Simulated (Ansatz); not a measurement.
Two isomers of C3H5ClSi: A = `ClC1=CC[SiH2]1`, B = `C=C=C([SiH3])Cl`.

Calculated with Ansatz (gas phase, PBE0-D4/def2-TZVP geometries, no zero-point term in ΔE). CBS: MP2 limit from def2 TZ/QZ plus the TZ coupled-cluster correction, frozen cores. Functionals use def2-TZVPP. B3LYP here is the variant with VWN-RPA as its local correlation; programs differ in this.

A:

```xyz
10

Cl    1.224   -2.029   -1.715
C     0.512   -0.843   -0.713
C    -0.759   -0.786   -0.287
C    -0.884    0.457    0.573
Si    0.954    0.723    0.186
H    -1.561   -1.489   -0.506
H    -1.582    1.199    0.179
H    -1.142    0.251    1.614
H     1.319    1.904   -0.641
H     1.918    0.613    1.313
```

B:

```xyz
10

C    -2.1508   -0.5671   -0.1350
C    -1.0349    0.0004    0.2122
C     0.1090    0.5354    0.5207
Si    1.7218    0.0607   -0.2915
Cl    0.2081    1.7699    1.7549
H    -2.5022   -1.4655    0.3626
H    -2.7674   -0.1552   -0.9277
H     2.3173    1.2593   -0.9333
H     1.4420   -0.9864   -1.3042
H     2.6570   -0.4515    0.7413
```

Task: Which is lower in electronic energy at CCSD(T)/CBS, and by how much? (Estimate.)

Result: Computed: A, by 77.1 kJ/mol.

Task: Give E(B) − E(A) in kJ/mol with B3LYP-D4, B3LYP, CCSD/def2-TZVPP, B2PLYP, PBE-D4, CCSD(T)/def2-TZVPP, ωB97M-V. (Best estimate.)

Result: The calculation gave: B3LYP-D4 55.6, B3LYP 54.0, CCSD/def2-TZVPP 75.0, B2PLYP 65.0, PBE-D4 72.7, CCSD(T)/def2-TZVPP 74.7, ωB97M-V 77.3. None reverses the order clearly.

Largest T1 diagnostic: 0.012.

In def2-TZVPP, CCSD(T) changes the Hartree–Fock value by +14.8 kJ/mol (the triples alone add −0.3 kJ/mol) and MP2 by +26.0 kJ/mol. From PBE to PBE0 (25 % exact exchange), in def2-TZVPP and without D4, E(B) − E(A) moves by +12.9 kJ/mol.
